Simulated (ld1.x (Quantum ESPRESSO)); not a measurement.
Configuration tests for B (PAW)

```
Element                 : boron (B)
Generator               : ld1.x (Quantum ESPRESSO) 7.5
Type                    : PAW
Functional              : PW91
Relativity              : non-relativistic
Frozen core             : [He]
Valence charge          : 3
Reference configuration : 2s1.75 2p1.25
Partial waves           : 2s (bound): rcut 1.20, rcutus 1.35 bohr; 2s channel at 0.2 Ry: rcut 1.20, rcutus 1.35 bohr; 2p (bound): rcut 3.35, rcutus 4.10 bohr; 2p channel at 2.7 Ry: rcut 3.35, rcutus 4.10 bohr
Local potential         : all-electron potential smoothed inside 2.05 bohr (lloc = -1)
Core correction         : a·sin(br)/r model core, default radius (ld1.x builds one for every PAW set, though the input has nlcc=.false.)
Augmentation charge     : PSQ, radius 1.20 bohr
```

Energies are relative to the spin-unpolarised reference configuration 2s1.75 2p1.25; without spin polarisation the order of configurations can differ from experiment. Not all tests gave a result: 1 of 7 tests not solved or not reliable. Left out of the table: 2s2 2p1.3 (solver errors, printed error -7.2 eV).

```tsv
valence configuration	charge	ΔE all-electron (eV)	error AE − PS (meV)
2s2 2p0	+1	6.812	0.0
2s1 2p0	+2	32.273	-8.1
2s1 2p1	+1	12.943	-117
2s0 2p3	0	10.248	-5.1
2s1 2p2	0	4.385	-0.8
```

Task: What are ΔE and the potential's error for 2s2 2p1?

Result: ΔE = -1.458 eV all-electron; the error (AE − PS) is -0.1 meV.

ld1.x printed “convergence not achieved” for 1 of the counted tests; its residual had stalled under 1e-8, short of the target of 1e-14.

Note: ghost state, extra bound levels that the all-electron valence spectrum of the same l lacks: s at -192.1 eV. A true bound ghost makes a file unfit for plane-wave use.
